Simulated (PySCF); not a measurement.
Isomers of CH3BO. Gas-phase values, no solvent. One relaxed conformer stands for each flexible species; it need not be the lowest. Strings in code marks are SMILES.

The vertical ionisation energy (Delta-SCF) from two functionals at the same geometries (B3LYP-D3(BJ)/def2-TZVP), both in PySCF: PBE-D3(BJ)/def2-TZVP and B3LYP-D3(BJ)/def2-TZVP. B3LYP has the VWN-RPA correlation part, as in Gaussian. Delta-SCF ions had no search for a lower state. 

```
species                           B3LYP-D3(BJ)/def2-TZVP (eV)
--------------------------------  ---------------------------
`[H]/B=C/O` (B–C–O–H torsion 0°)                         8.38
`BC=O` (H–B–C–O torsion 86°)                            10.12
`O1BC1`                                                 11.02
`CB=O`                                                  12.51
`C=BO` (C–B–O–H torsion 180°)                            8.62
```

Q: What does PBE-D3(BJ)/def2-TZVP give for each?

A: 
- `[H]/B=C/O` (B–C–O–H torsion 0°): 8.28
- `BC=O` (H–B–C–O torsion 86°): 9.97
- `O1BC1`: 10.90
- `CB=O`: 12.41
- `C=BO` (C–B–O–H torsion 180°): 8.60
Over these rows, drawn at random from the members with no instability flagged (it was tested for open shells, ions and some series alone), PBE minus B3LYP-D3(BJ): mean -0.10 eV, from -0.14 eV to -0.02 eV.
